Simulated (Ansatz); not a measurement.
Z-matrix (Å, degrees):
```
Ti
H 1 1.7135
H 1 1.7136 2 110.95
H 1 1.7136 2 110.65 3 -123.06
C 1 2.0156 2 108.17 4 -118.42
H 5 1.1132 1 108.44 2 -119.79
H 5 1.1132 6 110.49 1 -118.71
H 5 1.1132 6 110.49 7 -122.59
```
Charge 0, spin multiplicity 1.

All values below come from frozen-core CCSD(T)/def2-TZVPP // PBE-D3(BJ)/def2-SVP (Ansatz, a first-principles code).

```
Property                       Result
----------------------  -------------
HF energy               -889.67276 Ha
MP2 correlation energy    -0.62067 Ha
```

### Question
Estimate the CCSD correlation energy, the (T) correction, the total energy and the T1 diagnostic.

### Answer

```yaml
CCSD correlation energy: -0.65950 Ha
"(T) correction": -0.03186 Ha
CCSD(T) total energy: -890.36412 Ha
T1 diagnostic: 0.028
```
